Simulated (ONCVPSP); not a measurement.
Ba: one change to an ONCV potential, before and after

Ba (Z = 56), optimised norm-conserving Vanderbilt (ONCV), made with ONCVPSP 4.0.1 (PBE, scalar-relativistic). Core [Kr] 4d10, reference 5s2 5p6 6s2. Waves: 5s+6s: rc 2.20 bohr, ncon 5, nbas 10, qcut 4.2 1/bohr, 2 projectors; 5p: rc 2.05 bohr, ncon 4, nbas 8, qcut 3.2 1/bohr, 2 projectors, debl 2.4 Ha; d scattering state at 0.14 Ha: rc 1.70 bohr, ncon 4, nbas 8, qcut 4.9 1/bohr, 2 projectors, debl 2.6 Ha. Local part: polynomial inside 1.40 bohr (lpopt 2, dvloc0 0 Ha). Core correction: Teter function, fcfact 4.75, rcfact 1.7.

In the d channel the program set the typed energies aside and used 0.050, 2.650 Ha.

Change: s: qcut 2.7.

Cutoffs: the cutoffs (Ha) at which the residual kinetic energy of the hardest occupied pseudo-wave falls to 1 and 0.1 mHa per electron; they do not see the model core or the augmentation charge, which bear on the density cutoff. Errors are all-electron minus pseudo energies relative to the spin-unpolarised reference configuration.

Problem. Predict the effect on cutoff, ghosts and configuration errors.

Solution. The potential gets harder (28 Ha and 51 Ha → 54 Ha and 63 Ha); of the 4 tests that both files solve, the error grows in 2 and shrinks in 0 by more than 15 % and 0.3 meV (median size 12.1 → 14.4 meV); the range in which the s phases agree narrows (upper end 2.8 → 1.5); neither file shows a bound ghost.

| quantity | base | changed |
| --- | --- | --- |
| cutoff, loose | 28 Ha | 54 Ha |
| cutoff, tight | 51 Ha | 63 Ha |
| loose cutoff by channel | s 9.3 Ha, p 28 Ha | s 54 Ha, p 28 Ha |
| bound ghosts | none | none |
| GHOST(+) flags under 300 eV | s at 89.6 eV | s at 87.0 eV |
| error for 5s2 5p6 6s1, meV [ΔE 5.36 eV] | -3.0 | -3.4 |
| error for 5s2 5p6 6s0, meV [ΔE 15.34 eV] | -26 | -30 |
| error for 5s2 5p6 6s1.5, meV [ΔE 2.14 eV] | -0.6 | -0.6 |
| error for 5s2 5p6 5d1 6s0, meV [ΔE 6.04 eV] | -21 | -25 |
| s: phases at 2.24 bohr within 0.05 rad from the reference energy up to (Ha; the scan ends near 5) | 2.8 | 1.5 |
| p: phases at 2.08 bohr within 0.05 rad from the reference energy up to (Ha; the scan ends near 5) | 3.1 | 3.1 |
| d: phases at 1.73 bohr within 0.05 rad from the reference energy up to (Ha; the scan ends near 5) | 4.8 | 4.8 |
| rms error of d²Exc/dni dnj with the model core, mHa | 4.26 | 4.46 |

Base: The cutoffs count occupied waves only; projector 2 of the d channel, the hardest unoccupied one, needs 104 Ha at the loose tolerance.
